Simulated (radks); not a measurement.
Isoelectronic series with 23 electrons, all held in the configuration [Ar] 3d5, which need not be the ground one along the series. Calculated with a radial shooting solver on a logarithmic mesh with Libxc functionals: Dirac Kohn-Sham, LDA (Slater exchange, Perdew-Wang correlation), spin-unpolarised, spherical densities, finite nucleus; open shells fill j = l - 1/2 first; Fermi nuclear charge, rms radius of each element as measured or else 0.836 A^(1/3) + 0.57 fm. Total energies (hartree) and orbital eigenvalues (hartree):

Ge9+: E (hartree) -2064.56018; 3d5/2 -8.46405; 3d3/2 -8.49504; 3p3/2 -11.62417; 3p1/2 -11.80924
As10+: E (hartree) -2217.42795; 3d5/2 -10.02437; 3d3/2 -10.06220; 3p3/2 -13.38705; 3p1/2 -13.60538
Se11+: E (hartree) -2376.08885; 3d5/2 -11.69951; 3d3/2 -11.74518; 3p3/2 -15.26528; 3p1/2 -15.52121
Br12+: E (hartree) -2540.56483; 3d5/2 -13.48879; 3d3/2 -13.54344; 3p3/2 -17.25839; 3p1/2 -17.55660
Kr13+: E (hartree) -2710.87875; 3d5/2 -15.39171; 3d3/2 -15.45653; 3p3/2 -19.36603; 3p1/2 -19.71163
Rb14+: E (hartree) -2887.05507; 3d5/2 -17.40785; 3d3/2 -17.48415; 3p3/2 -21.58797; 3p1/2 -21.98644
Sr15+: E (hartree) -3069.11922; 3d5/2 -19.53686; 3d3/2 -19.62607; 3p3/2 -23.92406; 3p1/2 -24.38131
Zr17+: E (hartree) -3451.01964; 3d5/2 -24.13247; 3d3/2 -24.25218; 3p3/2 -28.93831; 3p1/2 -29.53261
Nb18+: E (hartree) -3650.91261; 3d5/2 -26.59865; 3d3/2 -26.73619; 3p3/2 -31.61640; 3p1/2 -32.28992
Mo19+: E (hartree) -3856.80723; 3d5/2 -29.17686; 3d3/2 -29.33412; 3p3/2 -34.40847; 3p1/2 -35.16901
Tc20+: E (hartree) -4068.73810; 3d5/2 -31.86696; 3d3/2 -32.04596; 3p3/2 -37.31456; 3p1/2 -38.17043
